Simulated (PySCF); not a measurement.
TiCl₃⁺, singlet: structure and spectrum

Method: PBE/[Ti def2-SVP, Cl def2-SVP], no relativity, density fitting, PySCF.

The structure is a minimum.

* Point group: C3v
* Bond lengths: Ti–Cl 2.119 Å (×3)
* Bond angles: Cl–Ti–Cl 109.3° (×3)
* Zero-point energy: 11.5 kJ/mol
* Principal polarisabilities: 29.6, 71.0, 71.0 bohr³
* Entropy at 298.15 K and 1 bar: 325.9 J/(mol K)
* Lowest empty level: -10.97 eV
* Enthalpy at 298.15 K above 0 K: 16.97 kJ/mol
* Highest occupied level: -13.56 eV
* Dipole moment about the centre of mass: 3.25 D
* Principal quadrupole moments (Buckingham, traceless) about the centre of mass: -0.68, -0.68, 1.35 D Å
* Heat capacity Cp at 298.15 K: 72.8 J/(mol K)
* Rotational constants: 0.07476, 0.07476, 0.04038 cm⁻¹
* Rotational symmetry number: 3

Harmonic modes (masses in u: Ti 47.948, Cl 34.969):
```
symmetry  ω (cm⁻¹)  IR (km/mol, summed over degenerate members)     type
      a1       122                                         11.2     bend
       e       137                                          0.8     bend
      a1       451                                         10.0  stretch
       e       537                                          186  stretch
```

In C3v the vibrations span 2a1 + 2e.

Charges (e):
```csv
atom,Mulliken,Löwdin,polar tensor,Mayer order to Ti1
Ti1,0.77,-0.02,1.70,–
"Cl2,3,4",0.08,0.34,-0.23,1.64
```

Mulliken populations on Ti1: s 6.23, p 12.47, d 2.50, f 0.03.

Outer orbital energies (eV). occupied: -15.37, -15.37, -14.88, -14.88, -14.65, -14.10, -14.10, -13.56; empty: -10.97, -10.58, -10.58, -9.44.

Formally Ti is in oxidation state +4, d0. A d0 centre has no lone pair, yet it is C3v rather than trigonal planar: covalent bonding through the d orbitals favours lower symmetry. The polar-tensor charge on Ti, 1.70, is far below the formal one.

Only a few start shapes were tried, so a lower isomer may exist.

The final relaxation and frequency run took 40 s on 2 threads of a shared Arm Neoverse N1 host, with 85 basis functions and 9 gradients; the process peaked at 0.91 GiB. Launch command: `OMP_NUM_THREADS=2 python axn.py task.json out`.
